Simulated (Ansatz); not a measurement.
The cluster Be₂S₂. Charge 0, multiplicity 1. Geometry PBE-D4/def2-TZVP; atoms count from 1.

```csv
atom,x (Å),y (Å),z (Å)
Be1,0.6057,-0.6528,-0.3914
Be2,-0.6057,0.6528,0.3914
S3,1.2872,0.7251,0.7826
S4,-1.2872,-0.7251,-0.7826
```

The structure comes from a short search, and lower isomers may exist.

Q: Estimate the Mulliken populations from the PBE0/def2-TZVP orbitals of Ansatz.

A: 
```
atom  charge (e)
 Be1        0.18
 Be2        0.18
  S3       -0.18
  S4       -0.18
```
Mulliken values depend strongly on the basis.

Q: And the Mayer bond orders between heavy atoms (over 0.3)?

A: Be1–Be2 0.36 (1.95 Å); Be1–S3 1.19 (1.93 Å); Be1–S4 1.19 (1.93 Å); Be2–S3 1.19 (1.93 Å); Be2–S4 1.19 (1.93 Å).
